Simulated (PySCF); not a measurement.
Compound: C4H5BO2.
Atom-mapped SMILES: `[CH2:1]=[CH:2][C:3]#[C:4][B:5]([OH:6])[OH:7]` (hydrogens: H8, H9 on C1; H10 on C2; H11 on O6; H12 on O7)

Torsions of this conformer, `[CH2:1]=[CH:2][C:3]#[C:4][B:5]([OH:6])[OH:7]`: H–O6–B5–C4 180°, H–O7–B5–C4 180°.

The closed-shell ground state was solved at several levels (PySCF, density fitting, gas phase, non-relativistic). Geometry: PBE0-D3(BJ)/def2-SVP, one conformer, isolated molecule.

| level | basis functions | HOMO (eV) | LUMO (eV) | gap (eV) | dipole (D) |
| --- | --- | --- | --- | --- | --- |
| B97-2/pcJ-1 | 239 | -6.75 | -1.27 | 5.48 | 2.01 |
| BHandHLYP/pcSseg-1 | 144 | -7.87 | -0.18 | 7.69 | 1.94 |
| B3LYP/cc-pVTZ | 280 | -6.75 | -1.41 | 5.34 | 1.80 |
| LDA/pcSseg-1 | 144 | -6.16 | -2.35 | 3.81 | 2.13 |
| LC-wPBE/pcSseg-1 | 144 | -9.57 | 0.97 | 10.54 | 2.11 |
| B3LYP/pcJ-0 | 106 | -6.75 | -1.24 | 5.51 | 2.56 |

Question: What might PBE0/6-31G (73 basis functions) give for the same quantities?

Answer: HOMO -6.72 eV, LUMO -0.86 eV, gap 5.86 eV, dipole 2.36 D.

Question: Over all these levels, which gives the widest orbital gap and which the narrowest?

Answer: LC-wPBE/pcSseg-1 (range-separated hybrid) has the widest, 10.54 eV, and LDA/pcSseg-1 (LDA) the narrowest, 3.81 eV. The two share the basis. From the narrowest to the widest the HOMO moves by -3.41 eV and the LUMO by +3.32 eV.

Question: How far do the dipole and the HOMO energy spread over the levels?

Answer: The dipole runs from 1.80 to 2.56 D (mean 2.13 D) and the HOMO from -9.57 to -6.16 eV.
